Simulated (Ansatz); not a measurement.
Cost and result for the atomization energy of `F[SiH2][SiH](F)F` (8 atoms, 7 bonds).

Charge 0, multiplicity 1. The geometry is a stationary point of PBE0-D4/def2-TZVP. It is one conformer, not always the lowest. Program: Ansatz. Hardware: A = 2 threads of an AMD EPYC 7R13 on a shared host; B = 2 threads of an AMD EPYC 7R13 on a shared host and a share of an NVIDIA H100 80 GB. Times are those of one run each, without the atoms' runs, and a repeat can differ threefold. Electronic energies, without spin–orbit coupling; frozen cores. CCSD(T)/CBS extrapolates def2-TZVPP and def2-QZVPP, and its time is that of the two runs behind it. T1 = 0.012. B3LYP takes the VWN-RPA correlation (the form of Gaussian; ORCA's B3LYP/G).

CCSD(T)/CBS is a level of theory with its own doubt, some kJ/mol a heavy atom from the limit and from the frozen cores, so smaller differences don't rank the functionals.

```tsv
level	functions	wall time
PBE-D4/def2-TZVPP (with forces) [A]	219	2.3 s
PBE0-D4/def2-TZVPP [A]	219	3 s
CCSD(T)/def2-TZVPP [B]	219	3.2 s
r2SCAN-D4/def2-TZVPP (with forces) [A]	219	4 s
B3LYP-D4/def2-TZVPP (with forces) [A]	219	4.3 s
B2PLYP/def2-TZVPP [A]	219	4.9 s
ωB97X-V/def2-TZVPP [A]	219	6.5 s
ωB97M-V/def2-TZVPP (with forces) [A]	219	9.5 s
CCSD(T)/def2-QZVPP [B]	401	12 s
CCSD(T)/CBS(def2)	–	15 s
```

Problem. What atomization energy does each give, and how far from CCSD(T)/CBS? (An estimate is asked.)

Solution. The calculation gave: 
```json
{"level": "PBE-D4/def2-TZVPP (with forces) [A]", "atomization (kcal/mol)": "704.6", "difference from CCSD(T)/CBS": "-6.1", "per bond": "-0.9"}
{"level": "PBE0-D4/def2-TZVPP [A]", "atomization (kcal/mol)": "691.2", "difference from CCSD(T)/CBS": "-19.5", "per bond": "-2.8"}
{"level": "CCSD(T)/def2-TZVPP [B]", "atomization (kcal/mol)": "687.0", "difference from CCSD(T)/CBS": "-23.7", "per bond": "-3.4"}
{"level": "r2SCAN-D4/def2-TZVPP (with forces) [A]", "atomization (kcal/mol)": "704.1", "difference from CCSD(T)/CBS": "-6.6", "per bond": "-0.9"}
{"level": "B3LYP-D4/def2-TZVPP (with forces) [A]", "atomization (kcal/mol)": "699.1", "difference from CCSD(T)/CBS": "-11.6", "per bond": "-1.7"}
{"level": "B2PLYP/def2-TZVPP [A]", "atomization (kcal/mol)": "696.2", "difference from CCSD(T)/CBS": "-14.5", "per bond": "-2.1"}
{"level": "ωB97X-V/def2-TZVPP [A]", "atomization (kcal/mol)": "708.4", "difference from CCSD(T)/CBS": "-2.3", "per bond": "-0.3"}
{"level": "ωB97M-V/def2-TZVPP (with forces) [A]", "atomization (kcal/mol)": "703.7", "difference from CCSD(T)/CBS": "-7.0", "per bond": "-1.0"}
{"level": "CCSD(T)/def2-QZVPP [B]", "atomization (kcal/mol)": "701.6", "difference from CCSD(T)/CBS": "-9.1", "per bond": "-1.3"}
{"level": "CCSD(T)/CBS(def2)", "atomization (kcal/mol)": "710.7", "difference from CCSD(T)/CBS": "0.0", "per bond": "0.0"}
```

From PBE to PBE0 (25 % exact exchange), in def2-TZVPP and without D4, the atomization energy moves by −12.8 kcal/mol: exact exchange takes away binding that semilocal exchange gives to molecules. The D4 term adds +6.1 kcal/mol with B3LYP and +3.2 kcal/mol with PBE0; it sums over pairs of atoms, weighted by their polarisabilities, and B3LYP, whose exchange is more repulsive, gets the larger term. In def2-TZVPP, CCSD(T) changes the Hartree–Fock value by +154.0 kcal/mol (the triples alone add +8.7 kcal/mol) and MP2 by +173.5 kcal/mol; breaking electron pairs costs correlation energy, which Hartree–Fock lacks.
